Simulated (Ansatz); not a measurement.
One change: `C[O][Al]([F])[SH]` becomes `[F][Al]([SH])[Cl]`.

Ansatz, PBE0-D4/def2-TZVP geometries, multiplicity 1. Each molecule was computed in one conformer, which needn't be the lowest.

| property | `C[O][Al]([F])[SH]` |
| --- | --- |
| LUMO energy (PBE/def2-TZVPP) / eV | -1.50 |
| HOMO–LUMO gap (PBE/def2-TZVPP) / eV | 5.10 |
| LUMO energy (ωB97M-V/def2-TZVPP) / eV | 0.99 |
| LUMO energy (PBE0/def2-TZVPP) / eV | -0.64 |
| size of the dipole moment (PBE/def2-TZVPP) / D | 0.91 |
| size of the dipole moment (ωB97M-V/def2-TZVPP) / D | 1.01 |

(1) Give the same properties after the change, and the shifts. (Best estimate.)

Results:

(1) Ansatz gave: 
```
                                          property  `[F][Al]([SH])[Cl]`  shift
                 LUMO energy (PBE/def2-TZVPP) / eV                -1.88  -0.38
               HOMO–LUMO gap (PBE/def2-TZVPP) / eV                 5.19   0.09
             LUMO energy (ωB97M-V/def2-TZVPP) / eV                 0.65  -0.34
                LUMO energy (PBE0/def2-TZVPP) / eV                -1.04  -0.40
    size of the dipole moment (PBE/def2-TZVPP) / D                 1.38   0.47
size of the dipole moment (ωB97M-V/def2-TZVPP) / D                 1.34   0.33
```

Dipoles are sizes alone; their direction can turn.
